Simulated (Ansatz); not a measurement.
Conformers of `C[S][Hf]([OH])([F])[Cl]`, each relaxed with PBE0-D4/def2-TZVP in Ansatz. CBS adds the triple-zeta coupled-cluster correction to the MP2 limit.

Elements past krypton have def2 core potentials. Outer-core shells of Hf are correlated without core-valence functions. Spin–orbit coupling is left out.

Not all of them had a frequency check.

Conformer A:

Cartesian coordinates in Å:
```
C 0.695 -1.191 1.270
S -1.071 -0.810 0.996
Hf -0.915 0.547 -1.011
O 0.473 1.810 -0.731
F -0.389 -0.575 -2.455
Cl -3.017 1.520 -1.400
H 1.069 -1.873 0.507
H 1.299 -0.284 1.288
H 0.768 -1.680 2.241
H 1.089 2.536 -0.706
```

Conformer B:

Cartesian coordinates in Å:
```
C -0.986 -1.362 -0.617
S 0.161 -1.528 0.799
Hf 0.555 0.857 0.919
O 1.345 1.438 -0.706
F -1.140 1.712 1.072
Cl 1.932 1.290 2.771
H -1.928 -1.840 -0.353
H -0.550 -1.853 -1.485
H -1.208 -0.324 -0.885
H 1.818 1.610 -1.515
```

Q: Which is lowest in electronic energy at CCSD(T)/CBS (frozen core, def2 sets), and by how much? (Estimate.)

A: Ansatz gave: B; A lies 1.6 kJ/mol higher. Gaps under about 2 kJ/mol don't settle the order.

Q: Give the energies relative to B (kJ/mol) with PBE0-D4/def2-TZVPP, ωB97X-V/def2-TZVPP, ωB97M-V/def2-TZVPP, B3LYP/def2-TZVPP, CCSD(T)/def2-TZVPP, HF/def2-QZVPP, MP2/def2-QZVPP. (Best estimate.)

A: The calculation gave: 
```
             level     A
PBE0-D4/def2-TZVPP   0.5
ωB97X-V/def2-TZVPP   0.9
ωB97M-V/def2-TZVPP   1.4
  B3LYP/def2-TZVPP  -1.5
CCSD(T)/def2-TZVPP   1.9
     HF/def2-QZVPP  -1.9
    MP2/def2-QZVPP   2.1
```

B3LYP here is the variant with VWN-RPA as its local correlation; programs differ in this.
